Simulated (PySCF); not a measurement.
Group charges in `C[C@@H]([SiH3])[C@@](C)(F)C=O`

C5H11FOSi.
Atom-mapped SMILES: `[CH3:1][C@@H:2]([SiH3:3])[C@@:4]([CH3:5])([F:6])[CH:7]=[O:8]` (hydrogens: H9, H10, H11 on C1; H12 on C2; H13, H14, H15 on Si3; H16, H17, H18 on C5; H19 on C7)

Geometry (GFN2-xTB, Å), atoms numbered from 1 in this order:
```xyz
19
C5H11FOSi angstrom
C      1.239   -1.217   -0.822
C      0.459   -0.624    0.349
Si     1.368    0.869    1.152
C     -0.975   -0.295   -0.047
C     -1.123    0.563   -1.305
F     -1.685   -1.481   -0.279
C     -1.676    0.423    1.074
O     -1.141    1.248    1.760
H      0.674   -2.019   -1.297
H      1.473   -0.461   -1.567
H      2.177   -1.632   -0.461
H      0.375   -1.404    1.115
H      1.040    2.128    0.489
H      1.227    0.880    2.602
H      2.785    0.595    0.856
H     -2.169    0.827   -1.452
H     -0.789   -0.008   -2.167
H     -0.532    1.467   -1.211
H     -2.737    0.150    1.205
```

Atomic charges (e) from the PBE0/pcSseg-1 density (PySCF):

| atom | Mulliken | IAO | Hirshfeld | ESP-fitted |
| --- | --- | --- | --- | --- |
| C1 | -0.2245 | -0.4134 | -0.1191 | -0.4638 |
| C2 | -0.5325 | -0.3823 | -0.1151 | +0.1083 |
| Si3 | +0.5461 | +0.6014 | +0.2814 | +0.2910 |
| C4 | -0.0083 | +0.2679 | +0.0950 | +0.4163 |
| C5 | -0.1984 | -0.4301 | -0.1210 | -0.4079 |
| F6 | -0.3321 | -0.3392 | -0.1109 | -0.3283 |
| C7 | +0.3317 | +0.2600 | +0.1441 | +0.2516 |
| O8 | -0.3590 | -0.3619 | -0.1578 | -0.3848 |
| H9 | +0.1275 | +0.1454 | +0.0376 | +0.1284 |
| H10 | +0.1178 | +0.1340 | +0.0393 | +0.1051 |
| H11 | +0.1311 | +0.1503 | +0.0452 | +0.1283 |
| H12 | +0.1526 | +0.1516 | +0.0382 | +0.0183 |
| H13 | -0.0757 | -0.1222 | -0.0808 | -0.0728 |
| H14 | -0.0730 | -0.1096 | -0.0817 | -0.0796 |
| H15 | -0.1167 | -0.1484 | -0.0959 | -0.1395 |
| H16 | +0.1268 | +0.1523 | +0.0476 | +0.1222 |
| H17 | +0.1439 | +0.1616 | +0.0528 | +0.1322 |
| H18 | +0.1352 | +0.1582 | +0.0492 | +0.1124 |
| H19 | +0.1076 | +0.1243 | +0.0520 | +0.0626 |

Q: Cut each of the bonds C1–C2, Si3–C2, C4–C2, C5–C4 and C7–C4 in turn and sum the charges on the side of the atom named first.

A: In e; the other side holds the opposite charge:

```csv
bond cut,piece,atoms,Mulliken,IAO,Hirshfeld,ESP-fitted
C1–C2,CH3,4,+0.152,+0.016,+0.003,-0.102
Si3–C2,SiH3,4,+0.281,+0.221,+0.023,-0.001
C4–C2,C3H4FO,9,-0.053,-0.007,+0.051,-0.024
C5–C4,CH3,4,+0.207,+0.042,+0.029,-0.041
C7–C4,CHO,3,+0.080,+0.022,+0.038,-0.071
```

Extremes among these pieces. Mulliken: lowest C3H4FO at C4, highest SiH3 at Si3; IAO: lowest C3H4FO at C4, highest SiH3 at Si3; Hirshfeld: lowest CH3 at C1, highest C3H4FO at C4; ESP-fitted: lowest CH3 at C1, highest SiH3 at Si3.

Q: Do the schemes agree better on the pieces than on the single atoms at the cuts?

A: The spread between schemes averages 0.208 e for the pieces and 0.317 e for the atoms named first; it is smaller for the piece at 5 of the 5 cuts. On average they agree better on the pieces. The sign differs between schemes (beyond ±0.03 e) for CH3 at C1, C3H4FO at C4, CH3 at C5 and CHO at C7.

Isolated species at its GFN2-xTB geometry (one conformer only).
